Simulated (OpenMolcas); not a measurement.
Pr3+ in a point-charge field

Pr3+ among 7 point charges of -2 e arranged as a pentagonal bipyramid (D5h), 2.39 Å from the ion, with the axial distance 2.677 Å.
```
   2.3900    0.0000    0.0000  -2.00
   0.7386    2.2730    0.0000  -2.00
  -1.9336    1.4048    0.0000  -2.00
  -1.9336   -1.4048    0.0000  -2.00
   0.7386   -2.2730    0.0000  -2.00
   0.0000    0.0000    2.6768  -2.00
   0.0000    0.0000   -2.6768  -2.00
```

```json
{"Program": "OpenMolcas 26.06", "Method": "CASSCF", "Basis": "ANO-RCC-VDZP [7s6p4d2f1g]", "Scalar Hamiltonian": "DKH2, point nucleus", "Active space": "2 electrons in 7 orbitals (4f)", "State averaging": "2S+1 = 3 even, 21 roots; 2S+1 = 1 even, 27 roots kept (CI in the orbitals of an earlier block)", "Spin-orbit coupling": "state interaction with AMFI integrals over the reference wave functions"}
```

The lowest spin-free states, above the lowest:

```
   State  Degeneracy  E (cm-1)  Free-ion L (%)
2S+1 = 3           1       0.0         H (100)
2S+1 = 3           2     118.9          H (99)
2S+1 = 3           2     461.1          H (99)
2S+1 = 3           2      1006          H (98)
2S+1 = 3           2      1657         H (100)
2S+1 = 3           2      1747         H (100)
2S+1 = 3           2      6726          F (98)
2S+1 = 3           1      6847          F (99)
2S+1 = 3           2      7054          F (99)
2S+1 = 1           1      7148         G (100)
2S+1 = 3           2      7249          F (99)
2S+1 = 1           2      7334         G (100)
2S+1 = 1           2      7742          G (99)
2S+1 = 1           2      7933         G (100)
2S+1 = 1           2      8066         G (100)
2S+1 = 1           2     21616          D (99)
2S+1 = 1           2     22001          D (99)
2S+1 = 1           1     22937          D (98)
2S+1 = 1           1     25418          I (99)
2S+1 = 1           2     25431          I (99)
```

The lowest levels with spin-orbit coupling:

```csv
E (cm-1),Degeneracy,2S+1,J,|mJ| (%),g
0.0,1,3,3.99,0 (100),
150.4,2,3,3.99,1 (100),0.00 0.00 1.83
586.5,2,3,4.00,2 (100),0.00 0.00 3.63
1247,2,3,4.03,3 (100),0.00 0.00 5.31
1602,2,3,4.00,4 (100),0.00 0.00 6.53
2311,1,3,4.99,0 (100),
2413,2,3,4.98,1 (100),0.00 0.00 2.01
2720,2,3,4.97,2 (100),0.00 0.00 4.01
3186,2,3,4.98,3 (100),0.00 0.00 6.08
3636,2,3,5.01,4 (100),0.00 0.00 8.45
3928,2,3,5.00,5 (100),0.00 0.00 10.35
4626,1,3,5.98,0 (100),
4709,2,3,5.97,1 (100),0.00 0.00 2.17
4953,2,3,5.95,2 (100),0.00 0.00 4.38
5341,2,3,5.92,3 (100),0.00 0.00 6.64
5823,2,3,5.94,4 (100),0.00 0.00 9.05
6274,2,3,6.00,5 (100),0.00 0.00 11.65
6349,2,3,6.00,6 (100),0.00 0.00 14.00
7558,2,3,2.07,2 (100),0.00 0.00 2.45
7700,1,3,2.02,0 (100),
```

Powder χT (cm3 K/mol): 0.0287 at 2 K, 0.144 at 10 K, 0.696 at 50 K, 1.1 at 100 K, 1.35 at 200 K, 1.44 at 300 K. The effective moment at 300 K is 2.828 √(χT) = 3.40 μB.

Hund's rules give f2 the level 3H4 with g = 0.800, so an isolated free-ion multiplet has χT = g² J(J+1) / 8 = 1.600 cm3 K/mol. The computed 1.442 at 300 K differs by -10 %, through the field's splitting, the mixing of terms and any other multiplet in reach.

Stevens parameters of the J = 4 multiplet, which is 1602 cm-1 wide (cm-1, z along the main axis): B20 = 3.342e+01, B40 = -1.474e-01, B60 = -1.389e-03.

This is an electrostatic model: the charges have no orbitals. An unlabelled pair can be two single states that coincide in this model. The first state left out of the spin-orbit step lies near 63000 cm-1 above the lowest spin-free state of the reference (among the parities and spins computed), and the lists stop at four fifths of that energy or lower. No measured value stands beside these numbers.

The RASSCF and RASSI steps took 11 s on 1 thread of Intel(R) Xeon(R) Platinum 8488C (Sapphire Rapids), on a shared host; the integral step is not counted.

With an even number of electrons the g values are those of a degenerate or nearly degenerate non-Kramers pair.
